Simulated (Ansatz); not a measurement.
Geometry optimisation, Ansatz 0.2.0, RKS PBE/def2-SVP.

input.yaml

```yaml
crystal:
  periodic: [false, false, false]
  atoms:
    - { symbol: Ga, position_ang: [0.2064, 0.415909, -0.419104] }
    - { symbol: Cl, position_ang: [-0.572002, 0.24937, 2.925656] }
    - { symbol: O, position_ang: [1.714987, -0.564373, -0.357617] }
    - { symbol: H, position_ang: [1.566874, -1.516189, -0.519199] }
    - { symbol: O, position_ang: [-1.39882, -0.01635, -1.101773] }
    - { symbol: H, position_ang: [-1.474621, -0.960017, -1.330444] }
    - { symbol: "N", position_ang: [0.401037, 2.206356, 0.189515] }
    - { symbol: H, position_ang: [1.363003, 2.42776, 0.466545] }
    - { symbol: Si, position_ang: [-0.658426, 3.571825, -0.173844] }
    - { symbol: H, position_ang: [-1.66098, 3.149636, -1.214001] }
    - { symbol: H, position_ang: [-1.414802, 4.047011, 1.045577] }
    - { symbol: H, position_ang: [0.16068, 4.731072, -0.687525] }
    - { symbol: H, position_ang: [-0.23433, 1.29279, 2.146213] }
basis:
  gaussian: { orbitals: def2-SVP }
hamiltonian:
  xc: pbe
relax:
  f_tol: 0.03
  max_steps: 50
```

Launched with:

```bash
$ ansatz run input.yaml --threads 4 --pin off --max-ram 5120MiB --backend cpu --events-out ev --progress --plain --runs-dir out
```

Question: Where does it end, and by what steps?

Answer: The forces met the threshold. After 31 steps the energy has fallen by 1.711 eV; H6 moved furthest, 1.63 Å. Parted: Cl2–H13 (1.35 → 3.22 Å). Joined: Ga1–Cl2 (3.44 → 2.20 Å), N7–H13 (2.25 → 1.03 Å).

```csv
step,energy less start (eV),largest force component (eV/Å),accepted
0,0.0000,0.892,yes
2,-0.1460,0.687,yes
4,-0.2467,1.001,yes
6,-0.5909,1.417,yes
8,-1.2744,0.908,yes
10,-1.4679,1.127,yes
12,-1.5428,0.236,yes
14,-1.5586,0.314,yes
16,-1.5672,0.305,yes
18,-1.5886,0.092,yes
20,-1.5968,0.060,yes
22,-1.6099,0.219,yes
24,-1.6387,0.382,yes
26,-1.6820,0.402,yes
28,-1.6812,0.559,no
30,-1.7099,0.074,yes
31,-1.7112,0.026,yes
```

```xyz
13
Properties=species:S:1:pos:R:3
Ga -0.004 0.131 0.322
Cl -0.562 -0.666 2.295
O 1.613 -0.290 -0.393
H 1.654 -1.205 -0.725
O -1.406 0.452 -0.821
H -2.254 0.159 -0.438
N 0.469 2.129 0.640
H 1.454 2.216 0.340
Si -0.666 3.208 -0.319
H -0.495 2.908 -1.768
H -2.043 3.049 0.236
H -0.204 4.618 -0.051
H 0.444 2.326 1.651
```

Whether the end is a true minimum wasn't checked by a vibrational analysis.

Run time: 70 s on 4 threads of Arm Neoverse V2, with other jobs on the host, peak memory 0.23 GiB.
